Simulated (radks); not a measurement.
Results of a calculation; reference values are marked as such.
All-electron atom: Mo XXI in [Ar] 3d4. Code: a radial shooting solver on a logarithmic mesh with Libxc functionals. Model: scalar-relativistic Kohn-Sham, BLYP, spin-polarised, spherical densities, finite nucleus; open shells are filled with parallel spins first (spin-orbit coupling, left out, can overturn this in heavy ions); Fermi nuclear charge, rms radius 4.4091 fm.

Normalised radial functions P(r) = r R(r), r in bohr:

r	3s down	3p up	3d up
0.001499	0.1301	0.0029	0.0000
0.00186	0.1573	0.0043	0.0000
0.002327	0.1907	0.0064	0.0000
0.002911	0.2299	0.0095	0.0001
0.003642	0.2753	0.0142	0.0001
0.004521	0.3248	0.0210	0.0002
0.005656	0.3814	0.0313	0.0004
0.007075	0.4415	0.0466	0.0007
0.008852	0.5016	0.0689	0.0014
0.01099	0.5540	0.0998	0.0025
0.01374	0.5941	0.1451	0.0046
0.0172	0.6077	0.2081	0.0085
0.02151	0.5791	0.2934	0.0156
0.0267	0.4952	0.3998	0.0276
0.0334	0.3344	0.5356	0.0492
0.04179	0.0906	0.6911	0.0858
0.05228	-0.2258	0.8483	0.1460
0.06489	-0.5626	0.9700	0.2370
0.08118	-0.8696	1.0153	0.3782
0.1016	-1.0240	0.9150	0.5775
0.1271	-0.9101	0.6130	0.8367
0.1577	-0.4845	0.1163	1.1269
0.1973	0.2349	-0.5506	1.4251
0.2468	1.0405	-1.2166	1.6477
0.3088	1.6399	-1.6686	1.7101
0.3832	1.7976	-1.7451	1.5671
0.4794	1.5007	-1.4447	1.2272
0.5998	0.9502	-0.9317	0.7942
0.7504	0.4428	-0.4520	0.4061
0.9314	0.1512	-0.1637	0.1615
1.165	0.0328	-0.0385	0.0438

3s down: eigenvalue -1091.2 eV, 2 radial nodes at r = 0.0448, 0.185 bohr, <r> = 0.402 bohr, 90 % of the charge inside 0.587 bohr. 3p up: eigenvalue -1006.4 eV, 1 radial node at r = 0.164 bohr, <r> = 0.394 bohr, 90 % of the charge inside 0.588 bohr. 3d up: eigenvalue -862.17 eV, 0 radial nodes, <r> = 0.360 bohr, 90 % of the charge inside 0.559 bohr.
